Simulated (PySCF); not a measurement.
Molecule: Ga(OMe)(SMe)2, SMILES [O](C)[Ga]([S]C)[S]C (C₃H₉GaOS₂). Atoms near the plane z = 0.0 Å, at the GFN2-xTB optimised geometry (x, y, z in Å): Ga1 (0.2, -0.5, 0.0), O2 (-0.8, 1.0, 0.0), C3 (-0.8, 2.4, 0.0), H4 (0.2, 2.8, 0.0), H5 (-1.4, 2.7, -0.9), H6 (-1.4, 2.7, 0.9), S7 (-1.0, -2.4, 0.0), C8 (-2.7, -1.6, 0.0), H9 (-2.8, -1.0, 0.9), H10 (-3.4, -2.5, 0.0), H11 (-2.8, -1.0, -0.9), S12 (2.5, -0.5, 0.0), C13 (2.8, -2.3, 0.0), H14 (3.4, -2.5, 0.9), H15 (3.4, -2.5, -0.9), H16 (1.9, -2.8, 0.0).

Level of theory: PySCF with PBE0/def2-TZVP. Cells within 0.4 Å of a nucleus heavier than hydrogen are left out (blank, or x). The values are rescaled to run from 0 to 1.

```
|0000000000000000000000000000000|
|0000000000000000000000000000000|
|0000000000000000000000000000000|
|0000000000000000100000000000000|
|0000000000000014773000000000000|
|0000000000000149998200000000000|
|0000000000233389999600000000000|
|0000000002464499999700000000000|
|000000000257xx89999300000000000|
|000000000145xx48873000000000000|
|0000000000136752100000000000000|
|0000000000157875100000111000000|
|000000000158xx77410002344310000|
|0000000002788x77411135777641000|
|0000000000478761112566898862000|
|0000000000023214622771059863000|
|000001232000003xx5185xx08852000|
|000002465310112xx4175xx07530000|
|0000025655335512313664376200000|
|0000134xx4766873112247985200000|
|0003688xx7850287310136545310000|
|002799996780xx46200587xx4531000|
|004999996560xx46203999xx6631000|
|0039999922662586105999745420000|
|0007999501589986104999632210000|
|0001674000478874001998310000000|
|0000000000256652000463000000000|
|0000000000023320000000000000000|
|0000000000000000000000000000000|
|0000000000000000000000000000000|
|0000000000000000000000000000000|
```
Scale: ten equal steps from 0.000 (start of '0') to 1.00 (end of '9'), in the order '0123456789'; x runs from -5.50 to 5.50, y from -5.50 (bottom) to 5.50 (top).

**Question.** Which quantity is mapped?
A) electrostatic potential
B) electron localisation function
C) an orbital amplitude
D) log10 of the electron density

**Answer.** B, electron localisation function
